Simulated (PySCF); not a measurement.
# Electric field gradients and quadrupole coupling constants

Species: C5H9NOSi.
Structure used (GFN2-xTB), in Å, numbered top down from 1:
```xyz
17
C5H9NOSi angstrom
C      2.3069   -0.6587    0.7096
O      1.7561    0.6045    0.4070
C      0.5958    0.5374   -0.3383
C     -0.3902    1.6371   -0.1947
C     -0.7475    0.2612    0.3366
Si    -2.0407   -0.8044   -0.5524
C     -0.7457    0.1035    1.7412
N     -0.7819   -0.0680    2.8744
H      3.2265   -0.4670    1.2573
H      2.5312   -1.2196   -0.2058
H      1.6262   -1.2471    1.3342
H      0.7283    0.0835   -1.3220
H     -0.9049    1.9951   -1.0737
H     -0.1601    2.4010    0.5336
H     -1.8207   -0.6091   -1.9866
H     -1.8179   -2.1989   -0.1754
H     -3.3684   -0.3386   -0.1617
```

Field gradients from the PBE0/pcSseg-1 density (PySCF, non-relativistic), principal values in atomic units, ordered |Vxx| ≤ |Vyy| ≤ |Vzz|:

```
atom      Vxx      Vyy      Vzz
  O2  -0.0253  -1.9745   1.9997
  N8   0.4206   0.5046  -0.9252
```

Task: Find the asymmetry η = (Vxx − Vyy)/Vzz and the couplings χ = eQV/h (234.96 MHz × Q in barn × V in au), with Q(17O) = −0.0256 b, Q(14N) = 0.02044 b.

Result: 
| atom | environment | nucleus | η | χzz (MHz) | χxx (MHz) | χyy (MHz) |
| --- | --- | --- | --- | --- | --- | --- |
| O2 | ether oxygen | 17O | 0.97 | -12.03 | 0.15 | 11.88 |
| N8 | nitrile nitrogen | 14N | 0.09 | -4.444 | 2.020 | 2.423 |

At O2 η is above 0.9: Vyy and Vzz are nearly equal in size and opposite in sign, so a small change could swap them and flip the sign of χzz. The tensor is traceless: Vxx + Vyy + Vzz = 0.

Task: What is Vzz at O2 in SI units (1 au = 9.71736 × 10²¹ V/m²)?

Result: 1.9997 au = 19.432 × 10²¹ V/m².

Task: And the gradient at the other heavy atoms, for which no coupling is worked out here?

Result: 
| atom | environment | Vzz (au) | η |
| --- | --- | --- | --- |
| C1 | methoxy carbon | 0.417 | 0.10 |
| C3 | sp3 carbon bound to oxygen | 0.324 | 0.57 |
| C4 | three-membered-ring carbon | 0.210 | 0.35 |
| C5 | sp3 carbon bound to silicon | 0.256 | 0.37 |
| Si6 | SiH3 silicon | 0.309 | 0.22 |
| C7 | nitrile carbon | -0.388 | 0.03 |

Were the hydrogens deuterons (Q(2H) = 0.00286 b), χzz would run from 108 kHz (H15 and H16) to 220 kHz (H13).

One conformer (not necessarily the lowest) at the GFN2-xTB geometry, without solvent, vibrations or thermal averaging. GFN2-xTB bond lengths can be off by several hundredths of an ångström, more for odd bonds, and the gradients follow them. A larger basis could move these couplings by a tenth or more.

The run behind these numbers computed NMR shieldings as well. Time: 27 s wall; peak memory 0.84 GiB. Hardware: an Arm Neoverse V1 with one thread (shared host).
